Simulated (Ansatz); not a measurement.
Calculated with Ansatz (gas phase, PBE0-D4/def2-TZVP geometries, no zero-point term in ΔE). CCSD(T)/CBS adds triple-zeta CCSD(T) − MP2 to the extrapolated MP2 energy (def2 sets, frozen cores). This one scheme is used for every species. Functionals use def2-TZVPP. B3LYP here is the variant with VWN-RPA as its local correlation; programs differ in this. HSE06 is defined as in plane-wave codes. For Br outer-core shells are correlated without core-valence functions, which leaves a few kJ/mol of doubt a bond. Scalar relativity is left out up to krypton. Each species was taken in one conformer, which may not be the lowest.

Consider the ligand exchange at the Si–S bond: `O[SiH](S)Br` + `O[SiH3]` → `O[SiH](Br)O[SiH3]` + H₂S.

| level | ΔE (kJ/mol) | difference from CCSD(T)/CBS |
| --- | --- | --- |
| LDA (SPW92) | -58.6 | 13.0 |
| revPBE-D4 | -53.2 | 18.4 |
| BLYP-D4 | -69.2 | 2.4 |
| r2SCAN-D4 | -66.7 | 4.9 |
| B97M-V | -69.9 | 1.7 |
| B3LYP-D4 | -73.6 | -2.0 |
| r2SCANh-D4 | -67.9 | 3.7 |
| r2SCAN0-D4 | -69.5 | 2.1 |
| HSE06-D4 | -60.1 | 11.5 |
| BHLYP-D4 | -82.0 | -10.4 |
| CAM-B3LYP-D4 | -79.4 | -7.8 |
| ωB97X-V | -70.9 | 0.7 |
| ωB97M-V | -70.9 | 0.7 |
| B2PLYP | -72.4 | -0.8 |
| PBE-QIDH | -66.3 | 5.3 |
| PBE | -52.2 | 19.4 |
| revPBE | -49.8 | 21.8 |
| BLYP | -65.9 | 5.7 |
| r2SCAN | -65.8 | 5.8 |
| PBE0 | -58.5 | 13.1 |
| B3LYP | -70.7 | 0.9 |
| r2SCANh | -66.9 | 4.7 |
| r2SCAN0 | -68.5 | 3.1 |
| HSE06 | -58.2 | 13.4 |
| CAM-B3LYP | -77.2 | -5.6 |
| HF/def2-SVP | -87.2 | -15.6 |
| MP2/def2-SVP | -74.2 | -2.6 |
| CCSD/def2-SVP | -78.6 | -7.0 |
| CCSD(T)/def2-SVP | -76.7 | -5.1 |
| HF/def2-TZVPP | -89.7 | -18.1 |
| MP2/def2-TZVPP | -70.6 | 1.0 |
| SCS-MP2/def2-TZVPP | -75.6 | -4.0 |
| CCSD/def2-TZVPP | -78.0 | -6.4 |
| CCSD(T)/def2-TZVPP | -74.7 | -3.1 |
| HF/def2-QZVPP | -92.1 | -20.5 |
| MP2/def2-QZVPP | -69.7 | 1.9 |
| SCS-MP2/def2-QZVPP | -74.5 | -2.9 |
| HF/CBS(def2) | -92.4 | -20.8 |
| MP2/CBS(def2) | -67.6 | 4.0 |
| CCSD/CBS(def2) | -75.0 | -3.4 |
| CCSD(T)/CBS | -71.6 | 0 |

Largest T1 diagnostic among the species: 0.011.

At CCSD(T), def2-SVP lies −5.1 kJ/mol from the extrapolated value and def2-TZVPP −3.1 kJ/mol. From PBE to PBE0 (25 % exact exchange), in def2-TZVPP and without D4, ΔE moves by −6.3 kJ/mol.

CCSD(T)/CBS has its own doubt, a few kJ/mol and more with outer-core shells, so smaller differences from it don't rank the levels.
